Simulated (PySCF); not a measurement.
Calculation: PySCF with ωB97X-D3(BJ)/def2-TZVP // PBE0-D3(BJ)/def2-SVP. All species are isolated molecules in the gas phase. One relaxed conformer stands for a flexible species; it need not be the lowest. Excitations are Tamm–Dancoff values on a coarser integration grid. The basis has no diffuse functions, so Rydberg states are missing or too high.

Reference species (SMILES): `C=Cc1ccc([SiH3])c(F)c1` (C–C–C–C torsion 179°) (neutral, multiplicity 1).

```
Quantity                                       Result
-------------------------------------------  --------
HOMO                                         -8.97 eV
T1 excitation (TDA)                           3.29 eV
brightest of the four lowest singlets (TDA)   7.03 eV
```

Changed species: `[SiH3]C(c1cc(F)ccc1)=C` (Si–C–C–C torsion 144°).

Task: What does the change do to the HOMO, T1 excitation (TDA) and brightest of the four lowest singlets (TDA)?

Result: the HOMO falls by 0.14 eV, to -9.11 eV; the T1 excitation (TDA) increases by 0.32 eV, to 3.61 eV; the brightest of the four lowest singlets (TDA) falls by 1.41 eV, to 5.62 eV.
